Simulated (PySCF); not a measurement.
UHF on V²⁺ (vanadium, charge +2)

Configuration: [Ar] 3d3, high-spin 4F determinant. Computed with PySCF 2.14 in cc-pVTZ (7s6p4d2f1g, 68 functions), with no relativity, point nucleus.

```json
{
 "Total energy": "-942.186783 hartree",
 "One-electron energy": "-1280.8205 hartree",
 "Hartree (Coulomb) energy": "382.6200 hartree",
 "Exchange energy": "-43.9863 hartree",
 "Kinetic energy": "942.20225 hartree",
 "⟨S²⟩": "3.7525",
 "⟨L²⟩": "12.033",
 "Sum of ⟨r⟩": "14.25 bohr",
 "Sum of ⟨r²⟩": "16.33 bohr²",
 "Density at the nucleus (Gaussians lack the cusp)": "8110 bohr⁻³",
 "Spin density at the nucleus": "-0.243 bohr⁻³",
 "Langevin diamagnetic susceptibility": "-12.9 ×10⁻⁶ cm³/mol",
 "Time after the integrals": "0.47 s of wall time on 1 thread of AMD EPYC 7B13 (shared host)"
}
```

| shell | electrons | mean orbital energy (eV) | rms radius, mean of both spins (bohr) |
| --- | --- | --- | --- |
| 1s α | 1 | -5499.8 | 0.0776 |
| 1s β | 1 | -5499.7 | 0.0776 |
| 2s α | 1 | -666.79 | 0.335 |
| 2s β | 1 | -665.09 | 0.335 |
| 2p α | 3 | -562.07 | 0.304 |
| 2p β | 3 | -560.36 | 0.304 |
| 3s α | 1 | -105.72 | 1.03 |
| 3s β | 1 | -99.822 | 1.03 |
| 3p α | 3 | -74.943 | 1.11 |
| 3p β | 3 | -67.680 | 1.11 |
| 3d α | 3 | -30.472 | 1.42 |
